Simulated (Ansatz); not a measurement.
A nudged elastic band was laid between two geometries of F5HOW + H2 (10 atoms, charge 0, multiplicity 1).

These are results of Ansatz, RKS B3LYP-D4/def2-SVP, not measurements.

```yaml
movable_images: 5
climbing_image: yes
spring: 5.0 eV/Å²
optimiser: quadratic models (default)
start_path: through a guess of the saddle point
force_threshold: 0.03 eV/Å
iteration_limit: 60
end_points: relaxed
```

Image 0:

```xyz
10
Properties=species:S:1:pos:R:3
W -0.179 -0.373 -0.214
O 0.078 -0.355 1.604
H 0.298 -0.100 2.507
F 1.514 -1.084 -0.521
F 0.517 1.357 -0.334
F -1.899 0.319 -0.050
F -0.885 -2.091 -0.214
F -0.402 -0.293 -2.057
H 1.140 2.324 1.932
H 1.245 2.450 2.676
```

Image 6:

```xyz
10
Properties=species:S:1:pos:R:3
W 0.086 0.243 -0.170
O 0.522 0.053 2.093
H -0.034 -0.700 2.367
F 1.760 -0.565 -0.095
F -0.136 1.707 -1.323
F -1.372 1.063 0.681
F -0.723 -1.335 0.533
F 0.001 -0.604 -1.835
H 1.077 1.471 0.455
H 0.249 0.819 2.622
```

(1) What changes between the two ends?

(2) Give the energies along the band, and the barrier.

(3) What is the geometry of the highest image?

Answers

(1) Bonds broken: H9–H10. Bonds formed: W1–H9, O2–H10. F5HOW + H2 becomes F5H3OW.

(2) The run converged. The highest image is number 3 of 0 to 6, 171.2 kJ/mol above the first end and 106.4 kJ/mol above the last; the last end lies 64.8 kJ/mol above the first. The profile has 2 maxima (images 3, 5) with wells between them (image 4): this band takes more than one step, which may be the mechanism or a detour left from its start path. Neighbouring images differ by up to 1.7 eV, so the band resolves the path poorly. A vibrational analysis at the climbing image gives one clearly imaginary mode, 1167i cm⁻¹: a first-order saddle point. The orbitals stay closed-shell, which can raise the energy where a bond breaks towards radicals; this wasn't checked here.

```
image  path coordinate (Å)  energy (kJ/mol)  H9–H10 (Å)  W1–H9 (Å)  O2–H10 (Å)
    0                 0.00              0.0        0.76       3.69        3.22
    1                 2.37              1.7        0.76       4.18        3.07
    2                 4.74             10.2        0.76       3.38        2.45
    3                 7.11            171.2        0.96       1.92        1.29
    4                 8.97             68.0        2.12       1.70        0.97
    5                10.82             88.1        2.53       1.68        0.97
    6                12.68             64.8        2.41       1.70        0.97
```

(3) 
```xyz
10
Properties=species:S:1:pos:R:3
W 0.081 0.097 -0.008
O -0.260 0.033 2.053
H -0.930 0.693 2.304
F 1.513 0.508 -1.131
F 0.049 1.960 0.178
F -1.774 0.328 0.161
F 0.706 -1.590 0.438
F -0.514 -0.723 -1.573
H 1.607 0.458 1.105
H 0.951 0.391 1.802
```

The run took 4.7 min on 4 threads of Intel(R) Xeon(R) 6975P-C (Granite Rapids), on a shared host, peak memory 0.4 GiB.
